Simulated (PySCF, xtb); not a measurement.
Si(F)(Me)2(SH) (C2H7FSSi), SMILES F[Si](C)(S)C. Other conformers were not sampled.

Harmonic wavenumbers (cm⁻¹) from GFN2-xTB (xtb) at its own minimum, in rising order: 84, 93, 96, 144, 146, 183, 209, 221, 468, 683, 715, 766, 789, 800, 835, 855, 874, 1376, 1378, 1468, 1470, 1472, 1474, 2461, 3034, 3038, 3044, 3046, 3047, 3049.

Task: What does TPSSh-D3(BJ)/def2-SVP in PySCF 2.14.0 give at its own minimum? (Estimate from the structure and the level; the computed values follow.)

Result: 53, 147, 158, 179, 179, 217, 245, 270, 476, 651, 690, 725, 740, 794, 802, 854, 925, 1286, 1290, 1442, 1442, 1449, 1455, 2680, 3029, 3030, 3117, 3120, 3136, 3136. Paired by order, the mean absolute difference is 47 cm⁻¹ and the zero-point energies are 53.4 and 53.9 kcal/mol.
